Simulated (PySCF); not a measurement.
## Stationary points of SbI₃

These are results of PySCF, PBE0, basis Sb def2-SVP with ECP28, I def2-SVP with ECP28 (scalar-relativistic core potentials, no spin–orbit coupling, density fitting), not measurements.

Relaxations began from a few typed shapes. The search is not exhaustive: other isomers or separated fragments can lie lower, and high-lying points may rest on an excited occupation.

```csv
spin,group,bonds,angles,imaginary modes (cm⁻¹),ΔE (kJ/mol),ΔE with ZPE (kJ/mol)
singlet,C3v,Sb–I 2.736 Å (×3),I–Sb–I 99.9° (×3),none,0.0,0.0
singlet,C3v,Sb–I 2.736 Å (×3),I–Sb–I 100.0° (×3),none,0.4,0.4
singlet,C2v,"Sb–I 2.704 Å, Sb–I 2.862 Å (×2)","I–Sb–I 96.5° (×2), I–Sb–I 166.9°",93i,122.5,–
singlet,D3h,Sb–I 2.821 Å (×3),I–Sb–I 120.0° (×3),126i,130.1,–
```

The lowest minimum found is the singlet C3v: Sb–I 2.736 Å (×3); I–Sb–I 99.9° (×3).

Counting electrons, antimony keeps 2 of its valence electrons outside its bonds, so the VSEPR class is AX3E1 and the expected shape is trigonal pyramidal (C3v), as computed.
